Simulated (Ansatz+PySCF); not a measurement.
Results of a calculation; reference values are marked as such.
## Several solutions for singlet H₈

```yaml
atoms:
  - { symbol: H, position_ang: [2.3518, 0.0000, 0.0000] }
  - { symbol: H, position_ang: [1.6630, 1.6630, 0.0000] }
  - { symbol: H, position_ang: [0.0000, 2.3518, 0.0000] }
  - { symbol: H, position_ang: [-1.6630, 1.6630, 0.0000] }
  - { symbol: H, position_ang: [-2.3518, 0.0000, 0.0000] }
  - { symbol: H, position_ang: [-1.6630, -1.6630, 0.0000] }
  - { symbol: H, position_ang: [0.0000, -2.3518, 0.0000] }
  - { symbol: H, position_ang: [1.6630, -1.6630, 0.0000] }
```

Basis set: 6-31G* (spherical functions). Charge 0, multiplicity 1.

CASSCF(2,2) was run from several starts with Ansatz (development build ahead of 0.2.0) and PySCF 2.14.0. The starts are those of the Hartree–Fock orbitals from which the active space was taken at the frontier.

```json
{"run": "A", "program": "Ansatz", "start": "atomic start, no search", "converged": "yes", "energy (hartree)": "-3.84098", "<S²>": "0.00"}
{"run": "B", "program": "Ansatz", "start": "search for the lowest state", "converged": "yes", "energy (hartree)": "-3.84098", "<S²>": "0.00"}
{"run": "C", "program": "Ansatz", "start": "stability test followed", "converged": "yes", "energy (hartree)": "-3.84098", "<S²>": "0.00"}
{"run": "D", "program": "PySCF", "start": "program defaults", "converged": "yes", "energy (hartree)": "-3.81029", "<S²>": "0.00"}
```

(1) Which runs reached the lowest solution of this kind, and what is wrong with the others?

## Answers

(1) A, B, C reached the lowest solution found. Converged but too high: D by 0.84 eV. Convergence only shows a stationary point; in CASSCF the end hangs on which orbitals enter the active space. Caution: other starts end on other solutions of this active space.
